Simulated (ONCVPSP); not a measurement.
**lanthanum, ONCV: configuration errors across variants**

- Element: lanthanum
- Generator: ONCVPSP 4.0.1
- Type: optimised norm-conserving Vanderbilt (ONCV)
- Functional: PBEsol
- Relativity: scalar-relativistic
- Frozen core: [Kr] 4d10 5s2
- Valence charge: 9
- Reference configuration: 5p6 5d1.5 6s1.5
- Partial waves: 6s: rc 3.85 bohr, ncon 5, nbas 8, qcut 1.7 1/bohr, 2 projectors, debl 1.3 Ha; 5p: rc 1.75 bohr, ncon 4, nbas 7, qcut 4.8 1/bohr, 1 projector; 5d: rc 3.60 bohr, ncon 4, nbas 9, qcut 4.1 1/bohr, 1 projector; f scattering state at 0.11 Ha: rc 2.95 bohr, ncon 5, nbas 8, qcut 3.5 1/bohr, 2 projectors, debl 3.9 Ha
- Local potential: polynomial inside 1.15 bohr (lpopt 5, dvloc0 1 Ha)
- Core correction: Teter function, fcfact 4.5, rcfact 1.5

In the f channel the program set the typed energies aside and used -0.130, 3.770 Ha.

All-electron excitation energies from the reference (eV): (1) 5p6 5d1 6s2 -0.355; (2) 5p6 5d1 6s1 5.645; (3) 5p6 5d1 6s0 16.493.

3 further variants failed, have other tests or too few solved ones, and are left out.

A true bound ghost makes a file unfit for plane-wave use even where its test errors are small: the radial tests pick states by their node count and pass the ghost by.

Errors AE − PS in meV (a dash: test not solved or not reliable):

| change | (1) | (2) | (3) | bound ghosts | GHOST(+) flags above zero |
| --- | --- | --- | --- | --- | --- |
| base | -8.2 | +0.2 | +15 | s, p | f |
| core correction Teter function, fcfact 6.1, rcfact 1.5 | -8.6 | -0.2 | +13 | s, p | f |
| p: qcut 6 | -6.4 | +0.9 | +15 | s, p | f |
| all radii but the core radius scaled by about 0.83 (s 3.18, p 1.44, d 2.98, f 2.44 bohr); local potential polynomial inside 0.96 bohr (lpopt 5, dvloc0 1 Ha) | -3.0 | -3.4 | +10.0 | s, p | s, d, f |
| local potential polynomial inside 1.15 bohr (lpopt 5, dvloc0 -1 Ha) | -4.8 | +2.5 | +15 | s, p | d, f |
| d: nbas 7 | -8.4 | +0.1 | +15 | s, p | f |

Task: Give the same row for: d: ncon 3, nbas 8.

Result: -7.6, +0.4, +14; bound ghosts: s, p; GHOST(+) flags above zero: f.
